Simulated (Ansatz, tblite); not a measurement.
Removing and adding an electron: the cluster AlF3. Total charge 0; singlet. Geometry: PBE-D4/def2-TZVP. Ansatz, gas phase; energy differences of separate SCF runs; the oxidised species was run as a doublet alone; the reduced species was run as a doublet alone.

```xyz
4

Al    0.000    0.000    0.000
F    -0.216   -0.394   -1.585
F    -0.217   -1.140    1.169
F     0.434    1.534    0.416
```

The xTB rows come from tblite. Correlated methods freeze 8 core orbitals. In CCSD on the charge 1 doublet the largest single amplitude is 0.39, so its Hartree–Fock determinant may place the open shell otherwise than the density functionals do. The structure comes from a short search, and lower isomers may exist.

**Question.** Estimate orbital energies and vertical ionisation energies and electron affinities at: GFN1-xTB; GFN2-xTB; PBE-D4/def2-TZVP; PBE-D4/def2-TZVPD; r2SCAN-D4/def2-TZVP; r2SCAN-D4/def2-TZVPD; PBE0-D4/def2-TZVP; PBE0-D4/def2-TZVPD; CCSD/def2-TZVPP; CCSD(T)/def2-TZVPP.

**Answer.** 
| level | −HOMO (eV) | vertical IE (eV) | −LUMO (eV) | vertical EA (eV) | HOMO–LUMO gap (eV) | IE − EA (eV) | remarks |
| --- | --- | --- | --- | --- | --- | --- | --- |
| GFN1-xTB | 14.82 | 19.02 | 10.07 | 6.04 | 4.74 | 12.98 | – |
| GFN2-xTB | 14.53 | 18.61 | 9.12 | 4.88 | 5.40 | 13.73 | – |
| PBE-D4/def2-TZVP | 9.61 | 13.50 | 2.50 | – | 7.10 | – | – |
| PBE-D4/def2-TZVPD | 9.69 | – | 2.65 | 0.43 | 7.04 | – | HOMO above zero (-1 doublet) |
| r2SCAN-D4/def2-TZVP | 10.11 | 13.82 | 1.98 | – | 8.12 | – | – |
| r2SCAN-D4/def2-TZVPD | 10.16 | – | 2.10 | 0.27 | 8.06 | – | HOMO above zero (-1 doublet) |
| PBE0-D4/def2-TZVP | 11.70 | 14.34 | 1.61 | – | 10.09 | – | – |
| PBE0-D4/def2-TZVPD | 11.77 | – | 1.79 | 0.30 | 9.97 | – | HOMO above zero (-1 doublet) |
| CCSD/def2-TZVPP | – | 15.48 | – | – | – | – | large T1 (0.062) (+1 doublet) |
| CCSD(T)/def2-TZVPP | – | 15.43 | – | – | – | – | large T1 (0.062) (+1 doublet) |

Run but left out: HF/def2-TZVPP, MP2/def2-TZVPP (charge +1 doublet: a determinant that CCSD turns far, T1 0.062).   A HOMO above zero means that the electron is unbound at that level or that self-interaction error raises the level; the energy of removing that electron tells which. Raw xTB energy differences between charge states are shifted by several eV; the methods need an empirical correction for them.
